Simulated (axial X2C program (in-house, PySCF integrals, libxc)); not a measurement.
Sb₂⁻: from the spin-free to the two-component result

Calculated with an in-house relativistic program for diatomic molecules. Spin-free means the one-electron spin-free X2C Hamiltonian; two-component (2c) means X2C with spin–orbit coupling and atomic mean-field two-electron Coulomb and Gaunt terms, so the difference of the two also holds small scalar two-electron terms. Basis: Sb dyall-acv3z [12s13p9d5f1g] (cores contracted in-house); Gaussian nuclei, density fitting, unrestricted open shells. Masses: Sb 120.904 u.

Spin-free state: M_S = 1/2, Λ = 1 (beyond evenly filled blocks: π+α); fragments Sb- + Sb.

| level | Re (Å) | ωe (cm⁻¹) | De (eV) |
| --- | --- | --- | --- |
| TPSS | 2.590 | 239.8 | 3.303 |

(1) Within this multiplet, which Ω should lie lowest by the rule for regular and inverted multiplets?

Two-component determinant lowest at the distance of the search:

Ω = 1/2 (⟨Sz⟩ = -0.49, ⟨Lz⟩ = 0.99 at TPSS); fragments Sb- + Sb.

```json
{"level": "TPSS", "Re (Å)": "2.595", "ωe (cm⁻¹)": "237.2", "De (eV)": "3.367"}
```

(2) From the two tables, how do the constants change at the TPSS level (2c against spin-free)?

One determinant describes the state; a PBE0 search over occupations chose it and may have missed a lower one. De is counted from the lowest determinant-based energies of the atoms at the same level, without counterpoise correction. Density functionals use the spin component along the axis (collinear). The functionals have no current-density term, which raises determinants with orbital currents, atoms included. The highest occupied level of some functionals is positive through self-interaction error; at Hartree–Fock it is bound.

Answers

(1) The open π shell holds one electron, so the multiplet is regular: Ω = Λ − 1/2 = 1/2. The PBE0 2c search agrees.

(2) At the TPSS level Re increases by 0.005 Å and ωe falls by 2.6 cm⁻¹; De changes by 0.064 eV.
